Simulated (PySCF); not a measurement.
Quadrupolar nuclei of `COC(=O)C1=CC=C[SiH2]1` in NMR

Compound: C6H8O2Si.
Z-matrix (Å and degrees, GFN2-xTB geometry), rows numbered from 1:
```
C 
O   1  1.4181
C   2  1.3532  1  117.74
O   3  1.2082  2  123.58  1    -0.03
C   3  1.4537  2  109.47  1   179.79
C   5  1.3478  3  124.01  2   179.54
C   6  1.4494  5  115.71  3  -179.94
C   7  1.3414  6  116.18  5    -0.08
Si  5  1.8870  3  125.79  2    -0.51
H   1  1.0924  2  109.75  3    -5.95
H   1  1.0911  2  108.90  3   114.34
H   1  1.0901  2  108.22  3  -126.30
H   6  1.0803  5  123.22  3     0.10
H   7  1.0810  6  119.56  5   179.90
H   8  1.0772  7  121.90  6  -179.97
H   9  1.4604  5  113.55  3    65.95
H   9  1.4607  5  113.38  3   -65.92
```

Computed at PBE0/pcSseg-1 (PySCF, non-relativistic):

```csv
atom,environment,nucleus,spin I,Q (b),CQ = χzz (MHz),η
O2,ester single-bonded oxygen,17O,5/2,-0.0256,-10.336,0.445
O4,ester carbonyl oxygen,17O,5/2,-0.0256,9.040,0.045
```

Task: Recover the principal values of the field gradient from CQ = 234.96 MHz × Q × Vzz, η = (Vxx − Vyy)/Vzz and a zero trace.

Result: Vxx = −Vzz(1 − η)/2 and Vyy = −Vzz(1 + η)/2, in au:

```tsv
atom	Vxx (au)	Vyy (au)	Vzz (au)	Vzz (10²¹ V/m²)
O2	-0.477	-1.242	1.718	16.70
O4	0.718	0.785	-1.503	-14.60
```

Task: At 18.8 T, set νQ = 3|CQ|/[2I(2I − 1)] beside the Larmor frequency (|g| × 7.62259 MHz/T × B; g(17O) = −0.75752), and give PQ = |CQ|√(1 + η²/3).

Result: 
```
atom  PQ (MHz)  νQ (MHz)  ν0 (MHz)  νQ/ν0
  O2     10.67     1.550    108.56  0.014
  O4     9.043     1.356    108.56  0.012
```

For O2: PQ = 10.34 × 1.0325, νQ = 10.34 × 0.1500, ν0 = 5.7742 MHz/T × 18.8 T.

Task: Second-order quadrupolar shift of the central transition's centre of gravity (half-integer spins, νQ < ν0/10) at 18.8 and 23.5 T.

Result: δ = −(3/40)(PQ/ν0)² [I(I + 1) − 3/4]/[I²(2I − 1)²], in ppm:

| site | 18.8 T | 23.5 T |
| --- | --- | --- |
| 17O at O2 | -58 | -37.1 |
| 17O at O4 | -41.6 | -26.6 |

Task: In the extreme-narrowing limit, with isotropic tumbling and one correlation time, the quadrupolar linewidth goes as PQ². What relative widths follow for the 17O sites?

Result: O2 1, O4 0.72, with O2 as 1.

Task: Quadrupolar 1/T1 and linewidth for τc = 1 ps (extreme narrowing, isotropic tumbling)?

Result: Rate = (3π²/10) PQ² τc (2I + 3)/[I²(2I − 1)], the same for T1 and T2; width = rate/π.

```tsv
site	spin factor (2I + 3)/[I²(2I − 1)]	1/T1 (s⁻¹)	T1 (ms)	linewidth (Hz)
17O at O2	0.320	108	9.27	34.3
17O at O4	0.320	77.5	12.9	24.7
```

The couplings are those of the rigid, isolated species; surroundings and motion change them. GFN2-xTB bond lengths can be off by several hundredths of an ångström, more for odd bonds, and the gradients follow them. These gradients aren't converged with respect to the basis.

One conformer stands for the species.
